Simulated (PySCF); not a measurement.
## Correlation energy of Ge⁺ (germanium, charge +1)

[Ar] 3d10 4s2 4p1, 2P determinant. All numbers are calculated (PySCF 2.14, the non-relativistic Hamiltonian (point nucleus), in def2-SVP (5s4p3d, 32 functions)). Frozen: [Ar] 3d10; 3 electrons correlated.

MP2 pair energies summed by pair of shells (mhartree):

| pair | energy | share (%) |
| --- | --- | --- |
| 4s-4s | -19.14 | 59.3 |
| 4s-4p | -13.14 | 40.7 |

Total MP2 correlation energy: -32.28 mhartree.

Same-spin part -2.08 and opposite-spin part -30.20 mhartree; SCS-MP2 scales them by 1/3 and 6/5 to -36.93 mhartree.

| level | correlation energy (mhartree) |
| --- | --- |
| CCSD | -47.60 |
| (T) | -0.51 |
| CCSD(T) | -48.11 |

Diagnostics: T1 = 0.0096, D1 = 0.0229, largest double amplitude 0.101.

Task: Is a single reference adequate?

Result: Mostly. T1 lies below 0.03, but a double amplitude of this size points to a near-degeneracy that CCSD handles and MP2 describes poorly.
